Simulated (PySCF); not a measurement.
Atomic charges against the basis set

C5H12N2O.
Numbering: `[CH3:1][N:2]([CH3:3])[C:4](=[O:5])[N:6]([CH3:7])[CH3:8]` (hydrogens: H9, H10, H11 on C1; H12, H13, H14 on C3; H15, H16, H17 on C7; H18, H19, H20 on C8)

PBE0 throughout (PySCF), one geometry, spherical d and f functions. One conformer (not necessarily the lowest) at the PBE0-D3(BJ)/def2-SVP geometry, without solvent, vibrations or thermal averaging. Atoms taken as equivalent share a column and are averaged.

Mulliken charges (e):

```tsv
basis	functions	C1/C7	N2/N6	C3/C8	C4	O5	H9 (×6)	H12 (×6)
STO-3G	52	-0.145	-0.251	-0.148	+0.291	-0.268	+0.090	+0.088
pcSseg-0	96	-0.377	-0.847	-0.389	+0.937	-0.541	+0.236	+0.236
6-31G	96	-0.307	-0.581	-0.326	+0.702	-0.469	+0.183	+0.183
6-31G*	136	-0.377	-0.454	-0.395	+0.717	-0.508	+0.187	+0.187
cc-pVDZ	172	+0.024	-0.346	+0.008	+0.340	-0.315	+0.049	+0.051
def2-SVP	172	+0.068	-0.418	+0.053	+0.303	-0.302	+0.049	+0.050
pcSseg-1	196	-0.073	-0.696	-0.097	+0.754	-0.472	+0.119	+0.123
6-311+G(2d,p)	288	-0.380	-0.112	-0.480	+0.605	-0.561	+0.157	+0.159
aug-cc-pVDZ	292	+0.868	-0.514	+0.848	+0.247	-0.610	-0.151	-0.190
def2-TZVP	320	-0.321	-0.123	-0.321	+0.282	-0.405	+0.136	+0.139
```

IAO charges (e):

```tsv
basis	functions	C1/C7	N2/N6	C3/C8	C4	O5	H9 (×6)	H12 (×6)
STO-3G	52	-0.312	-0.172	-0.313	+0.255	-0.289	+0.137	+0.135
pcSseg-0	96	-0.310	-0.215	-0.309	+0.434	-0.505	+0.147	+0.143
6-31G	96	-0.331	-0.201	-0.331	+0.427	-0.511	+0.153	+0.149
6-31G*	136	-0.302	-0.221	-0.303	+0.479	-0.529	+0.144	+0.140
cc-pVDZ	172	-0.301	-0.216	-0.301	+0.474	-0.525	+0.143	+0.139
def2-SVP	172	-0.291	-0.214	-0.292	+0.470	-0.526	+0.140	+0.135
pcSseg-1	196	-0.299	-0.222	-0.299	+0.478	-0.538	+0.144	+0.139
6-311+G(2d,p)	288	-0.313	-0.222	-0.312	+0.486	-0.548	+0.149	+0.144
aug-cc-pVDZ	292	-0.312	-0.219	-0.311	+0.484	-0.547	+0.148	+0.143
def2-TZVP	320	-0.312	-0.223	-0.311	+0.490	-0.547	+0.148	+0.143
```

Hirshfeld charges (e):

| basis | functions | C1/C7 | N2/N6 | C3/C8 | C4 | O5 | H9 (×6) | H12 (×6) |
| --- | --- | --- | --- | --- | --- | --- | --- | --- |
| STO-3G | 52 | +0.023 | -0.134 | +0.023 | +0.182 | -0.239 | +0.020 | +0.019 |
| pcSseg-0 | 96 | -0.062 | -0.047 | -0.056 | +0.192 | -0.297 | +0.037 | +0.036 |
| 6-31G | 96 | -0.054 | -0.070 | -0.049 | +0.190 | -0.312 | +0.039 | +0.039 |
| 6-31G* | 136 | -0.053 | -0.066 | -0.050 | +0.186 | -0.309 | +0.039 | +0.038 |
| cc-pVDZ | 172 | -0.066 | -0.052 | -0.061 | +0.189 | -0.292 | +0.038 | +0.038 |
| def2-SVP | 172 | -0.069 | -0.051 | -0.064 | +0.196 | -0.300 | +0.039 | +0.040 |
| pcSseg-1 | 196 | -0.069 | -0.064 | -0.064 | +0.199 | -0.300 | +0.041 | +0.041 |
| 6-311+G(2d,p) | 288 | -0.067 | -0.079 | -0.062 | +0.188 | -0.298 | +0.044 | +0.044 |
| aug-cc-pVDZ | 292 | -0.075 | -0.075 | -0.069 | +0.193 | -0.294 | +0.045 | +0.045 |
| def2-TZVP | 320 | -0.071 | -0.070 | -0.066 | +0.192 | -0.298 | +0.043 | +0.044 |

ESP-fitted charges (e):

```json
{"basis": "STO-3G", "functions": "52", "C1/C7": "-0.565", "N2/N6": "+0.023", "C3/C8": "-0.395", "C4": "+0.464", "O5": "-0.383", "H9 (×6)": "+0.173", "H12 (×6)": "+0.126"}
{"basis": "pcSseg-0", "functions": "96", "C1/C7": "-0.568", "N2/N6": "-0.126", "C3/C8": "-0.365", "C4": "+0.751", "O5": "-0.609", "H9 (×6)": "+0.193", "H12 (×6)": "+0.136"}
{"basis": "6-31G", "functions": "96", "C1/C7": "-0.488", "N2/N6": "-0.133", "C3/C8": "-0.250", "C4": "+0.692", "O5": "-0.597", "H9 (×6)": "+0.171", "H12 (×6)": "+0.104"}
{"basis": "6-31G*", "functions": "136", "C1/C7": "-0.524", "N2/N6": "-0.004", "C3/C8": "-0.310", "C4": "+0.503", "O5": "-0.516", "H9 (×6)": "+0.171", "H12 (×6)": "+0.111"}
{"basis": "cc-pVDZ", "functions": "172", "C1/C7": "-0.473", "N2/N6": "+0.004", "C3/C8": "-0.270", "C4": "+0.468", "O5": "-0.502", "H9 (×6)": "+0.155", "H12 (×6)": "+0.097"}
{"basis": "def2-SVP", "functions": "172", "C1/C7": "-0.465", "N2/N6": "-0.024", "C3/C8": "-0.248", "C4": "+0.520", "O5": "-0.530", "H9 (×6)": "+0.154", "H12 (×6)": "+0.093"}
{"basis": "pcSseg-1", "functions": "196", "C1/C7": "-0.495", "N2/N6": "-0.048", "C3/C8": "-0.250", "C4": "+0.566", "O5": "-0.560", "H9 (×6)": "+0.166", "H12 (×6)": "+0.097"}
{"basis": "6-311+G(2d,p)", "functions": "288", "C1/C7": "-0.617", "N2/N6": "+0.107", "C3/C8": "-0.361", "C4": "+0.442", "O5": "-0.538", "H9 (×6)": "+0.190", "H12 (×6)": "+0.116"}
{"basis": "aug-cc-pVDZ", "functions": "292", "C1/C7": "-0.590", "N2/N6": "+0.092", "C3/C8": "-0.338", "C4": "+0.462", "O5": "-0.543", "H9 (×6)": "+0.182", "H12 (×6)": "+0.110"}
{"basis": "def2-TZVP", "functions": "320", "C1/C7": "-0.595", "N2/N6": "+0.097", "C3/C8": "-0.351", "C4": "+0.450", "O5": "-0.535", "H9 (×6)": "+0.184", "H12 (×6)": "+0.113"}
```

Some averages cover members that differ in this geometry, most widely: H9 (×6), Mulliken in aug-cc-pVDZ -0.244 to -0.082; H12 (×6), Mulliken in aug-cc-pVDZ -0.225 to -0.153; H9 (×6), Mulliken in 6-31G +0.166 to +0.216; H9 (×6), IAO in aug-cc-pVDZ +0.129 to +0.176 e.

Question: Which scheme is steadiest as the basis changes?

Answer: Largest range over the bases for any column: Hirshfeld 0.10 e, IAO 0.26 e, ESP-fitted 0.31 e, Mulliken 1.33 e. Hirshfeld charges move least and Mulliken charges most, counted in e. Without the minimal STO-3G basis the ranges are Hirshfeld 0.03, IAO 0.06, ESP-fitted 0.31, Mulliken 1.33 e.

Question: How much do the charges still move between the two largest bases, aug-cc-pVDZ and def2-TZVP?

Answer: At most, over all atoms: Mulliken 1.190 e, IAO 0.006 e, Hirshfeld 0.005 e, ESP-fitted 0.013 e.

Question: What do the same runs give for the total energy, the frontier levels and the dipole moment?

Answer: 
```json
{"basis": "STO-3G", "energy (Eh)": "-377.2235", "HOMO (eV)": "-3.36", "LUMO (eV)": "4.73", "μ (D)": "2.28"}
{"basis": "pcSseg-0", "energy (Eh)": "-381.1651", "HOMO (eV)": "-6.55", "LUMO (eV)": "1.47", "μ (D)": "3.51"}
{"basis": "6-31G", "energy (Eh)": "-381.9211", "HOMO (eV)": "-6.36", "LUMO (eV)": "1.53", "μ (D)": "3.51"}
{"basis": "6-31G*", "energy (Eh)": "-382.0378", "HOMO (eV)": "-6.39", "LUMO (eV)": "1.69", "μ (D)": "3.27"}
{"basis": "cc-pVDZ", "energy (Eh)": "-382.0655", "HOMO (eV)": "-6.42", "LUMO (eV)": "1.53", "μ (D)": "3.22"}
{"basis": "def2-SVP", "energy (Eh)": "-381.7708", "HOMO (eV)": "-6.52", "LUMO (eV)": "1.47", "μ (D)": "3.32"}
{"basis": "pcSseg-1", "energy (Eh)": "-382.0037", "HOMO (eV)": "-6.60", "LUMO (eV)": "1.23", "μ (D)": "3.46"}
{"basis": "6-311+G(2d,p)", "energy (Eh)": "-382.1548", "HOMO (eV)": "-6.63", "LUMO (eV)": "0.12", "μ (D)": "3.45"}
{"basis": "aug-cc-pVDZ", "energy (Eh)": "-382.0910", "HOMO (eV)": "-6.61", "LUMO (eV)": "-0.23", "μ (D)": "3.42"}
{"basis": "def2-TZVP", "energy (Eh)": "-382.1863", "HOMO (eV)": "-6.63", "LUMO (eV)": "0.91", "μ (D)": "3.39"}
```

The dipole is fixed by the density alone, so its range of 1.23 D shows that the density itself changes with the basis, not only its division among atoms.
